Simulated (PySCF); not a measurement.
Species: CoI2(PH3)2 (doublet state).
Bonds: Co1–I2, Co1–I3, Co1–P4, Co1–P8. Hydrogens: H5, H6, H7 on P4; H9, H10, H11 on P8.

Method used: PySCF 2.14.0, PBE0-D3(BJ)/def2-SVP geometry optimisation, gas phase, def2 core potentials past Kr.

(1) List the bond lengths and angles at this level.

Answers

(1) 
```tsv
bond	length (Å)
Co1–I2, Co1–I3	2.516
Co1–P4, Co1–P8	2.287
P4–H5 and 5 like bonds	1.418
```

Bonds in one row agree within 0.01 Å and their mean is given. A selection of angles:
```tsv
angle	degrees
I2–Co1–I3	156.6
I2–Co1–P4	95.7
P4–Co1–P8	124.4
Co1–P4–H5	121.9
Co1–P4–H6	113.5
Co1–P4–H7	120.3
H5–P4–H6	98.7
```

Co1 (cobalt bonded to 2 I and 2 P) has angles from 94.9° to 156.6°. P4 (phosphorus bonded to Co and 3 H) is distorted tetrahedral (angles from 98.5° to 121.9°).

Point group: C2v (tolerance 0.08 Å). Not checked by PBE0-D3(BJ)/def2-SVP frequencies. ⟨S²⟩ = 1.307 (exact for a doublet: 0.75).

On an Arm Neoverse V2 with one thread, no GPU, shared host, this took 17 min wall and 0.76 GiB of memory at its peak. That covers the optimisation of the geometry.
